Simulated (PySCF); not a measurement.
**Polarisability and C₆ of Nb³⁺ (niobium, charge +3)**

[Kr] 4d2, high-spin 3F determinant. Calculation: PySCF 2.14, in def2-QZVPPD with the def2 core potential (28 electrons) (7s5p4d3f2g, 81 functions); scalar relativity through the core potential. Coupled (time-dependent) response in atomic units; α is the mean over directions.

| method | mean α (bohr³) | C₆ (like pair) | S(−4) |
| --- | --- | --- | --- |
| UHF | 5.595 | 24.04 | 9.511 |
| PBE | 6.070 | 26.04 | 13.26 |
| PBE0 | 5.888 | 25.28 | 11.72 |
| MN15 | 6.202 | 26.39 | 13.99 |
| PBEsol | 6.112 | 26.31 | 13.43 |

S(−4) is the Cauchy moment in α(ω) = α(0) + S(−4) ω² + …

Spin-orbit coupling is absent.

α(iu) at PBE0:

| u (hartree) | α(iu) (bohr³) |
| --- | --- |
| 0 | 5.888 |
| 0.0500 | 5.859 |
| 0.100 | 5.776 |
| 0.200 | 5.484 |
| 0.300 | 5.104 |
| 0.500 | 4.329 |
| 0.750 | 3.516 |
| 1.00 | 2.879 |
| 1.50 | 1.982 |
| 2.00 | 1.412 |
| 3.00 | 0.7904 |
| 5.00 | 0.3333 |

A single London oscillator, α(iu) = α/(1 + u²/ω²), gives C₆ = (3/4) ω α². Matching the computed C₆ needs ω = 4 × 25.28 / (3 × 5.888²) = 0.972 hartree.

For an ion, C₆ is the dispersion term alone; charge-induced terms of lower order in 1/R come first.

Energies and moments cover only the electrons outside the core potential.
